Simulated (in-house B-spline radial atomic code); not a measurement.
# Ionising neutral thulium with different functionals

Computed with a B-spline radial code for spherical atoms: four-component Dirac-Coulomb Hamiltonian, Fermi nucleus of rms radius 5.2256 fm, spin-restricted, spherical fractional occupations for the functionals, and exact exchange of hybrids averaged over the configuration. The ionisation energy is the difference of two self-consistent energies, [Xe] 4f13 6s2 → [Xe] 4f13 6s1, without Breit or QED terms; ε is the level of the shell that loses the electron (mean over j).

```csv
method,rung,ΔSCF (eV),-ε(6s) (eV)
PBE0,global hybrid,?,?
wB97X,range-separated hybrid,6.22,6.09
LC-wPBE,range-separated hybrid,5.99,6.07
CAM-B3LYP,range-separated hybrid,?,?
```

Problem. What does CAM-B3LYP give?

Solution. ΔSCF 6.22 eV, and -ε(6s) = 5.28 eV.

Problem. What does PBE0 give?

Solution. ΔSCF 6.23 eV, and -ε(6s) = 4.39 eV.

Problem. Among the functionals, which spreads more, the ΔSCF values or the orbital energies?

Solution. The orbital energies: ΔSCF values span about 0.24 eV and the orbital energies 1.70 eV; here energy differences depend much less on the functional than eigenvalues do.

Problem. How do they compare with the NIST value?

Solution. NIST lists 6.184 eV (measured, ground level to ground level). Errors run from -0.20 to +0.04 eV; wB97X is closest (+0.03 eV), but part of that can be cancellation, since the calculations leave out Breit-QED terms, spin polarisation, the choice among j levels, multiplet and fine-structure energies.
